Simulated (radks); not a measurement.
The niobium ion Nb3+, configuration [Kr] 4d2.

All-electron calculation, Dirac Kohn-Sham, PBE, spin-unpolarised, spherical densities, point nucleus; open shells fill j = l - 1/2 first. Program: a radial shooting solver on a logarithmic mesh with Libxc functionals.

Energy parts (hartree):
total: -3818.45271
kinetic: 3952.84949
electron-nucleus: -9178.49724
Hartree: 1525.20217
exchange-correlation: -118.00712

Orbitals (lengths in bohr, moments of r in powers of bohr; r(max) is where P^2 peaks):
| orbital | occ. | eigenvalue (hartree) | <1/r> | r(max) | <r> | small-component weight |
|---|---|---|---|---|---|---|
| 1s1/2 | 2 | -692.0323 | 42.40 | 0.02349 | 0.03609 | 2.23e-02 |
| 2s1/2 | 2 | -97.77507 | 9.626 | 0.1333 | 0.1577 | 4.56e-03 |
| 2p1/2 | 2 | -89.82141 | 9.600 | 0.1039 | 0.1346 | 4.56e-03 |
| 2p3/2 | 4 | -86.30170 | 9.164 | 0.1076 | 0.1391 | 4.42e-03 |
| 3s1/2 | 2 | -17.27167 | 3.276 | 0.3957 | 0.4429 | 1.20e-03 |
| 3p1/2 | 2 | -14.27767 | 3.172 | 0.3832 | 0.4385 | 1.15e-03 |
| 3p3/2 | 4 | -13.70735 | 3.068 | 0.3924 | 0.4490 | 1.11e-03 |
| 3d3/2 | 4 | -8.42303 | 2.872 | 0.3329 | 0.4308 | 9.93e-04 |
| 3d5/2 | 6 | -8.31683 | 2.845 | 0.3356 | 0.4343 | 9.82e-04 |
| 4s1/2 | 2 | -3.26492 | 1.188 | 1.029 | 1.147 | 2.66e-04 |
| 4p1/2 | 2 | -2.42716 | 1.072 | 1.100 | 1.254 | 2.24e-04 |
| 4p3/2 | 4 | -2.34661 | 1.044 | 1.124 | 1.282 | 2.16e-04 |
| 4d3/2 | 2 | -1.12781 | 0.7686 | 1.390 | 1.707 | 1.25e-04 |
| 4d5/2 | 0 | -1.11923 | 0.7627 | 1.400 | 1.719 | 1.24e-04 |

The highest occupied level is 4d3/2 at -30.689 eV. The density falls to 0.001 e/bohr^3 at r = 3.29 bohr. For comparison, the ionisation energy in NIST's Atomic Spectra Database is 37.61 eV (measured). In exact Kohn-Sham theory the highest level is minus the ionisation energy, but local and semilocal functionals leave it too shallow, through self-interaction and a potential that decays too fast; potentials with the right tail come closer.

Beside tabulated values, note that spin-unpolarised runs miss the spin-polarisation part of the exchange energy of open shells.
